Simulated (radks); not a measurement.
All-electron atom: K3+ in [Ne] 3s2 3p4 (the NIST ground configuration).

Method: scalar-relativistic Kohn-Sham, PBE, spin-unpolarised, spherical densities, finite nucleus; Fermi nuclear charge, rms radius 3.4349 fm; computed with a radial shooting solver on a logarithmic mesh with Libxc functionals.

Energy parts (eV):
total: -16300.450
kinetic: 16400.615
electron-nucleus: -38158.134
Hartree: 6332.041
exchange-correlation: -874.972

Orbitals (lengths in bohr, moments of r in powers of bohr; r(max) is where P^2 peaks; r(90%) holds 90 % of the orbital's charge):
orbital,occ.,eigenvalue (eV),<r^4>,r(90%),r(max)
1s,2,-3566.233,0.0002013,0.145,0.05302
2s,2,-395.9056,0.05616,0.603,0.3179
2p,6,-322.7982,0.04817,0.578,0.2624
3s,2,-72.4006,4.314,1.78,1.052
3p,4,-54.7835,6.312,1.97,1.105

The highest occupied level is 3p at -54.784 eV. Summed over all electrons, <r^2> = 12.39 bohr^2, which gives a Langevin (diamagnetic) susceptibility term of -9.81 x 10^-6 cm^3/mol. The electron density at the nucleus is 5219 e/bohr^3 (large components only). For comparison, the ionisation energy in NIST's Atomic Spectra Database is 60.92 eV (semi-empirical). In exact Kohn-Sham theory the highest level is minus the ionisation energy, but local and semilocal functionals leave it too shallow, through self-interaction and a potential that decays too fast; potentials with the right tail come closer.

Beside tabulated values, note that spin-unpolarised runs miss the spin-polarisation part of the exchange energy of open shells.
